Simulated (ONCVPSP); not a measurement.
Building the ONCV potential for Sm (Z = 62) (PBE, scalar-relativistic).

ONCVPSP 4.0.1 input, shortened (lines: element, Z, core and valence counts, functional; n l f; lmax; l rc ep ncon nbas qcut; lloc lpopt rc5 dvloc0; l nproj debl; icmod fcfact rcfact), PBE, scalar-relativistic:

```
  Sm 62.00   10    3        4      upf
    1    0    2.00
    2    0    2.00
    2    1    6.00
    3    0    2.00
    3    1    6.00
    3    2   10.00
    4    0    2.00
    4    1    6.00
    4    2   10.00
    5    0    2.00
    4    3    6.00
    5    1    6.00
    6    0    2.00
    3
    0    3.25    0.00    5   10    1.80
    1    2.30    0.00    4    8    5.90
    2    2.75    0.05    4    8    4.10
    3    1.60    0.00    5    9    9.70
    4    5    1.50    2.00
    0    1    3.50
    1    1    1.70
    2    2    3.90
    3    2    2.50
    0    0.00    0.00
```

All-electron outer shells of the reference configuration (PBE, scalar-relativistic, ld1.x):

| shell | level (eV) | outermost node (bohr) | outermost maximum (bohr) |
| --- | --- | --- | --- |
| 5p | -23.23 | 0.73 | 1.43 |
| 6s | -3.58 | 1.70 | 3.66 |
| 4f | -2.47 | – | 0.61 |

Calculated quality:

```
Cutoffs needed      : 57 Ha and 128 Ha (the cutoffs (Ha) at which the residual kinetic energy of the hardest occupied pseudo-wave falls to 1 and 0.1 mHa per electron)
Ghost test          : ghosts flagged at negative energy: s at -97.5 eV; no localised positive-energy state flagged; a true bound ghost makes a file unfit for plane-wave use
Configuration tests : tests left out (the all-electron energies of this program are off by 10 to 40 meV for near-neutral 4f atoms)
```

Generation and tests took about 5.7 s on one core of a shared server CPU.
